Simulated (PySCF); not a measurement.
**Polarisability and C₆ of Te (tellurium, neutral)**

[Kr] 4d10 5s2 5p3 6s1, high-spin 5S determinant (an excited configuration). All numbers are calculated (PySCF 2.14, scalar relativity through the core potential, in aug-cc-pVQZ-PP with ECP28MDF). Coupled (time-dependent) response in atomic units; α is the mean over directions.

| method | mean α (bohr³) | C₆ (like pair) | S(−4) |
| --- | --- | --- | --- |
| UHF | 665.2 | 12900 | 487600 |
| PBE | 518.7 | 9435 | 269900 |
| PBE0 | 584.2 | 11130 | 345900 |

S(−4) is the Cauchy moment in α(ω) = α(0) + S(−4) ω² + …

α(iu) at PBE:

```json
{"u (hartree)": "0", "α(iu) (bohr³)": "518.7"}
{"u (hartree)": "0.0500", "α(iu) (bohr³)": "232.8"}
{"u (hartree)": "0.100", "α(iu) (bohr³)": "98.92"}
{"u (hartree)": "0.200", "α(iu) (bohr³)": "40.97"}
{"u (hartree)": "0.300", "α(iu) (bohr³)": "25.95"}
{"u (hartree)": "0.500", "α(iu) (bohr³)": "14.46"}
{"u (hartree)": "0.750", "α(iu) (bohr³)": "8.578"}
{"u (hartree)": "1.00", "α(iu) (bohr³)": "5.747"}
{"u (hartree)": "1.50", "α(iu) (bohr³)": "3.201"}
{"u (hartree)": "2.00", "α(iu) (bohr³)": "2.101"}
{"u (hartree)": "3.00", "α(iu) (bohr³)": "1.145"}
{"u (hartree)": "5.00", "α(iu) (bohr³)": "0.5033"}
```

A single London oscillator, α(iu) = α/(1 + u²/ω²), gives C₆ = (3/4) ω α². Matching the computed C₆ needs ω = 4 × 9435 / (3 × 518.7²) = 0.0468 hartree.

Energies and moments cover only the electrons outside the core potential. The outer electron is Rydberg-like, and this basis confines it to a smaller radius and binds it less than a complete one would.
